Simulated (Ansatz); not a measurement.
The first iterations of a band of C3H7OSb (12 atoms, charge 0, multiplicity 1).

Computed with RKS BLYP-D4/def2-SVP (Ansatz 0.2.0).

| Property | Result |
| --- | --- |
| movable images | 2 |
| climbing image | yes |
| spring | 5.0 eV/Å² |
| optimiser | quadratic models (default) |
| start path | through a guess of the saddle point |
| force threshold | 0.05 eV/Å |
| iteration limit | 60 |
| end points | relaxed |

Image 0:

```xyz
12
Properties=species:S:1:pos:R:3
C -1.768 0.481 -0.281
C -0.255 0.466 -0.310
O 0.414 1.357 0.619
C 0.561 -0.066 0.810
Sb 2.640 -0.832 0.568
H -2.161 1.375 -0.808
H -2.143 0.502 0.761
H -2.177 -0.417 -0.790
H 0.202 0.446 -1.319
H 0.029 -0.470 1.695
H 2.103 -2.458 0.219
H 2.632 -0.439 -1.129
```

Image 3:

```xyz
12
Properties=species:S:1:pos:R:3
C -1.889 0.515 -0.166
C -0.421 0.488 -0.539
O 0.451 1.366 0.210
C 0.621 -0.059 0.366
Sb 2.526 -0.871 -0.451
H -2.379 1.424 -0.573
H -2.016 0.518 0.934
H -2.415 -0.369 -0.583
H -0.212 0.475 -1.629
H 0.304 -0.457 1.349
H 2.148 -2.498 0.060
H 3.358 -0.589 1.055
```

| iteration | highest image above the first end (eV) | largest band force component (eV/Å) |
| --- | --- | --- |
| 1 | 3.320 | 6.989 |
| 2 | 1.441 | 2.048 |
| 3 | 0.751 | 0.755 |
| 4 | 0.516 | 0.588 |
| 5 | 0.331 | 0.800 |
| 6 | 0.682 | 1.584 |
| 7 | 0.810 | 1.809 |
| 8 | 0.980 | 1.933 |
| 9 | 1.031 | 2.026 |
| 10 | 1.029 | 2.130 |
| 11 | 0.990 | 2.163 |
| 12 | 0.825 | 2.322 |
| 13 | 0.810 | 2.293 |
| 14 | 1.195 | 1.660 |

**Question.** Does the band converge within its limit, and where does its top end?

**Answer.** The run converged. It ended after 43 iterations with the highest image 2.083 eV above the first end. Neighbouring images differ by up to 2.1 eV, so the band resolves the path poorly. The order of the stationary point at the top wasn't checked. So few images can step over the top or miss a turn of the path.

Run time: 3.5 min on 2 threads of Arm Neoverse V1, with other jobs on the host, peak memory 0.16 GiB.
